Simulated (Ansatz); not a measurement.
PBE exchange is replaced step by step with exact exchange (0 % is PBE, 25 % PBE0; no dispersion term), basis def2-TZVPD, Ansatz. System: Tl2H2⁻. Total charge -1; doublet. Geometry: r2SCAN-D4/def2-TZVPD, each spin state at its own.

Geometry of the doublet:

| atom | x (Å) | y (Å) | z (Å) |
| --- | --- | --- | --- |
| Tl1 | 0.947 | 1.203 | -0.377 |
| Tl2 | -1.319 | -0.856 | -0.115 |
| H3 | 0.719 | -0.874 | -0.651 |
| H4 | -0.347 | 0.527 | 1.143 |

In the def2 sets Tl takes a core potential; there is no spin–orbit coupling. At PBE-D4/def2-TZVPD, PBE with 5 % exact exchange/def2-TZVPD, PBE with 10 % exact exchange/def2-TZVPD, PBE with 15 % exact exchange/def2-TZVPD and others the highest occupied level of the charge -1 doublet lies above zero (up to 1.10 eV). By energy differences its removal costs 0.95 eV (vertical, to the charge 0 singlet, at PBE-D4/def2-TZVPD); a positive level beside a positive removal energy at the same level points to self-interaction error. At PBE-D4/def2-TZVPD, PBE with 5 % exact exchange/def2-TZVPD, PBE with 10 % exact exchange/def2-TZVPD, PBE with 15 % exact exchange/def2-TZVPD and others the highest occupied level of the charge -1 quartet lies above zero (up to 1.80 eV). It is a level of α spin, whose loss leaves a triplet; that state wasn't run at this geometry and level. The electron is either unbound and held by the finite basis, or the level is raised by self-interaction error. At PBE-D4/def2-TZVPD the gap within one spin of the charge -1 quartet nearly closes, so an electron or hole may be smeared out by delocalisation error. The structure comes from a short search, and lower isomers may exist.

HOMO and LUMO are taken over both spins.

```json
{"exact exchange (%)": "0", "HOMO (eV)": "1.10", "LUMO (eV)": "1.68", "gap (eV)": "0.58", "⟨S²⟩": "0.752", "quartet − doublet (kJ/mol)": "244.6"}
{"exact exchange (%)": "5", "HOMO (eV)": "0.99", "LUMO (eV)": "1.81", "gap (eV)": "0.82", "⟨S²⟩": "0.752", "quartet − doublet (kJ/mol)": "244.3"}
{"exact exchange (%)": "10", "HOMO (eV)": "0.88", "LUMO (eV)": "1.93", "gap (eV)": "1.06", "⟨S²⟩": "0.753", "quartet − doublet (kJ/mol)": "243.4"}
{"exact exchange (%)": "15", "HOMO (eV)": "0.77", "LUMO (eV)": "2.06", "gap (eV)": "1.29", "⟨S²⟩": "0.753", "quartet − doublet (kJ/mol)": "242.5"}
{"exact exchange (%)": "25", "HOMO (eV)": "0.54", "LUMO (eV)": "2.31", "gap (eV)": "1.77", "⟨S²⟩": "0.754", "quartet − doublet (kJ/mol)": "240.7"}
{"exact exchange (%)": "35", "HOMO (eV)": "0.31", "LUMO (eV)": "2.55", "gap (eV)": "2.24", "⟨S²⟩": "0.755", "quartet − doublet (kJ/mol)": "238.8"}
{"exact exchange (%)": "50", "HOMO (eV)": "-0.05", "LUMO (eV)": "2.90", "gap (eV)": "2.96", "⟨S²⟩": "0.756", "quartet − doublet (kJ/mol)": "236.0"}
```
